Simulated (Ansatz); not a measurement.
Reactions of C3H8OSi (`CC1C[SiH2]O1`).

Gas-phase electronic energies from Ansatz, PBE0-D4/def2-TZVP geometries. CCSD(T)/CBS is the MP2 limit (def2-TZVPP, def2-QZVPP) plus CCSD(T) − MP2 in def2-TZVPP, frozen cores. This one scheme is used for every species. Elements past krypton have def2 core potentials. For Br, I outer-core shells are correlated without core-valence functions, which leaves a few kJ/mol of doubt a bond. Scalar relativity is left out up to krypton. Each species was taken in one conformer, which may not be the lowest.

```
                                                 reaction  MP2/CBS(def2) (kcal/mol)  HF/CBS(def2) (kcal/mol)
                          `CC1C[SiH2]O1` → `C=C[SiH](C)O`                     -16.8                    -19.9
               `CC1C[SiH2]O1` + HI → `IC1C[SiH2]O1` + CH₄                      -1.3                      5.0
`CC1C[SiH2]O1` + `OB(Br)Br` → `COB(Br)Br` + `C1C[SiH2]O1`                      17.9                     14.2
                        `CC1C[SiH2]O1` → `CC1(O)C[SiH2]1`                      44.0                     50.4
```

(1) Give the CCSD(T)/CBS values in the same order. (Estimate.)

Largest T1 diagnostic: 0.012, for `CC1(O)C[SiH2]1`.

Results:

(1) The calculation gave: -17.7, 0.5, 16.8, 43.5 kcal/mol.
